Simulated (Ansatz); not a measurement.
Wavefunction ladder for `N[Si@H](F)N[Si@@H](N)F`

```json
{"atom": "N1", "x (Å)": "1.034", "y (Å)": "-2.557", "z (Å)": "0.001"}
{"atom": "Si2", "x (Å)": "0.046", "y (Å)": "-1.240", "z (Å)": "0.433"}
{"atom": "F3", "x (Å)": "-1.446", "y (Å)": "-1.821", "z (Å)": "0.395"}
{"atom": "N4", "x (Å)": "0.302", "y (Å)": "0.006", "z (Å)": "-0.712"}
{"atom": "Si5", "x (Å)": "0.048", "y (Å)": "1.689", "z (Å)": "-0.549"}
{"atom": "N6", "x (Å)": "-1.290", "y (Å)": "1.928", "z (Å)": "0.462"}
{"atom": "F7", "x (Å)": "1.252", "y (Å)": "2.453", "z (Å)": "0.174"}
{"atom": "H8", "x (Å)": "0.806", "y (Å)": "-3.484", "z (Å)": "0.323"}
{"atom": "H9", "x (Å)": "2.028", "y (Å)": "-2.438", "z (Å)": "-0.104"}
{"atom": "H10", "x (Å)": "0.196", "y (Å)": "-0.669", "z (Å)": "1.787"}
{"atom": "H11", "x (Å)": "0.576", "y (Å)": "-0.311", "z (Å)": "-1.632"}
{"atom": "H12", "x (Å)": "0.011", "y (Å)": "2.261", "z (Å)": "-1.915"}
{"atom": "H13", "x (Å)": "-1.422", "y (Å)": "2.777", "z (Å)": "0.985"}
{"atom": "H14", "x (Å)": "-2.142", "y (Å)": "1.404", "z (Å)": "0.352"}
```

The species carries charge 0 and has multiplicity 1. The geometry is a stationary point of PBE0-D4/def2-TZVP. It is one conformer, not always the lowest. Frozen core, restricted reference, the Gaussian-basis code of Ansatz. CBS rows extrapolate triple and quadruple zeta; past MP2 they add the triple-zeta difference.

```
     basis  HF (Eh)  MP2 corr.  CCSD corr.       (T)  CCSD(T) total
def2-TZVPP        ?   -1.37034    -1.40756  -0.04792              ?
def2-QZVPP        ?   -1.48513           –         –              –
 CBS(def2)        ?   -1.57015           ?     as TZ              ?
```

(1) Fill in the withheld values. (An estimate is asked.)

## Answers

(1) The calculation gave: def2-TZVPP HF (Eh): -944.65715; def2-TZVPP CCSD(T) total: -946.11263; def2-QZVPP HF (Eh): -944.69462; CBS(def2) HF (Eh): -944.69978; CBS(def2) CCSD corr.: -1.60737; CBS(def2) CCSD(T) total: -946.35507.
